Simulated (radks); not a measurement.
Results of a calculation; reference values are marked as such.
Tb, configuration [Xe] 4f9 6s1 6d1 (not the ground configuration). Code: a radial shooting solver on a logarithmic mesh with Libxc functionals. Model: Dirac Kohn-Sham, BLYP, spin-unpolarised, spherical densities, finite nucleus; open shells fill j = l - 1/2 first; Fermi nuclear charge, rms radius 5.06 fm. Some entries of the table are withheld. Estimate them.

| orbital | occ. | eigenvalue (hartree) | <r^2> (bohr^2) |
|---|---|---|---|
| 1s1/2 | 2 | -1903.792 | 0.0006316 |
| 2s1/2 | 2 | -315.5330 | 0.009829 |
| 2p1/2 | 2 | -299.8999 | 0.007123 |
| 2p3/2 | 4 | -272.4536 | 0.008353 |
| 3s1/2 | 2 | -70.06317 | (1) |
| 3p1/2 | 2 | -63.25771 | 0.06080 |
| 3p3/2 | 4 | -57.59277 | 0.06781 |
| 3d3/2 | 4 | (2) | 0.05394 |
| 3d5/2 | 6 | (3) | 0.05589 |
| 4s1/2 | 2 | -13.96698 | 0.3312 |
| 4p1/2 | 2 | -11.30051 | 0.3480 |
| 4p3/2 | 4 | -10.03843 | 0.3869 |
| 4d3/2 | 4 | -5.64553 | (4) |
| 4d5/2 | 6 | -5.41769 | (5) |
| 5s1/2 | 2 | -1.87061 | 1.987 |
| 5p1/2 | 2 | -1.15501 | 2.568 |
| 5p3/2 | 4 | -0.99398 | 2.944 |
| 4f5/2 | 6 | -0.25115 | 1.113 |
| 6s1/2 | 1 | -0.22899 | (6) |
| 4f7/2 | 3 | -0.22240 | 1.177 |
| 6d3/2 | 1 | -0.02105 | 158.8 |
| 6d5/2 | 0 | -0.02059 | 162.8 |

Answer. 
(1) 3s1/2 <r^2> (bohr^2): 0.06539
(2) 3d3/2 eigenvalue (hartree): -45.85355
(3) 3d5/2 eigenvalue (hartree): -44.61740
(4) 4d3/2 <r^2> (bohr^2): 0.4435
(5) 4d5/2 <r^2> (bohr^2): 0.4590
(6) 6s1/2 <r^2> (bohr^2): 16.26
